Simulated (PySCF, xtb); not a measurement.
GeH8N2Si, SMILES N[SiH2][GeH2][NH2]. Other conformers were not sampled.

Harmonic wavenumbers (cm⁻¹) from GFN2-xTB (xtb) at its own minimum, in rising order: 21, 107, 174, 199, 222, 342, 375, 466, 505, 508, 574, 609, 642, 666, 700, 798, 811, 839, 880, 907, 1514, 1521, 1704, 1909, 2106, 2250, 3424, 3448, 3468, 3505.

Task: What does PBE0-D3(BJ)/def2-SVP (PySCF 2.14.0) give at its own minimum? (An estimate is asked for; the answer gives what the named calculation found.)

Result: 52, 92, 167, 197, 237, 366, 375, 411, 532, 566, 657, 676, 707, 732, 797, 851, 879, 916, 933, 972, 1548, 1554, 2054, 2146, 2148, 2229, 3564, 3602, 3662, 3700. Paired by order, the mean absolute difference is 78 cm⁻¹ and the zero-point energies are 50.3 and 53.4 kcal/mol.
